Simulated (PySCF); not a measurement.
**Steps of a relaxation of [CeO(OH)]+**

[CeO(OH)]+ (singlet). PySCF 2.14.0, RKS PBE0, Ce def2-SVP with ECP28, O def2-SVP, H def2-SVP; non-relativistic Hamiltonian with scalar-relativistic core potentials where named; density fitting; no spin-orbit coupling. Origin of the start: template. Columns: position (Å) and force (eV/Å). Energies are counted from the last step; some of the 16 steps are shown. Forces carry noise of the integration grid, about 0.01 to 0.03 eV/Å.

Run from Python with OMP_NUM_THREADS=2. Where DIIS fails, smearing, a level shift and second-order steps follow.
It took 58 s on 2 threads of Arm Neoverse V2, on a shared host, from the converged density of the start.

```xyz
4
step 0  E = 0.338 eV
Ce    0.0453   -0.0005   -0.1528     0.11   -0.02    2.34
O     1.6714   -0.0005    0.5749    -2.54    0.00   -1.17
O    -1.8885   -0.0005    0.7126     2.49    0.05   -1.32
H    -2.8481    0.0901    0.7717    -0.07   -0.03    0.14
```

```xyz
4
step 5  E = 0.028 eV
Ce    0.0072   -0.0136   -0.1463     0.70   -0.02    0.15
O     1.5689    0.0055    0.6107    -0.55    0.00   -0.21
O    -1.8323    0.0182    0.5834    -0.33    0.06    0.04
H    -2.7635    0.0784    0.8588     0.19   -0.04    0.03
```

```xyz
4
step 10  E = 0.001 eV
Ce    0.0165   -0.0267   -0.2761     0.02    0.01    0.02
O     1.4190    0.0121    0.7259    -0.06   -0.01   -0.03
O    -1.8234    0.0352    0.4638     0.16   -0.01   -0.04
H    -2.6319    0.0680    0.9930    -0.12    0.01    0.05
```

**Question.** Where does the relaxation end?

**Answer.** It converges at step 15 in Cs:
```xyz
4
step 15  E = 0
Ce    0.0172   -0.0263   -0.2864
O     1.4070    0.0122    0.7304
O    -1.8136    0.0332    0.4711
H    -2.6304    0.0694    0.9915
```

**Question.** How did the contacts change?

**Answer.** 
```csv
contact,start (Å),end (Å)
Ce1–O2 (O),1.782,1.722
Ce1–O3 (OH),2.119,1.982
```


No other spin state of this charge was computed.
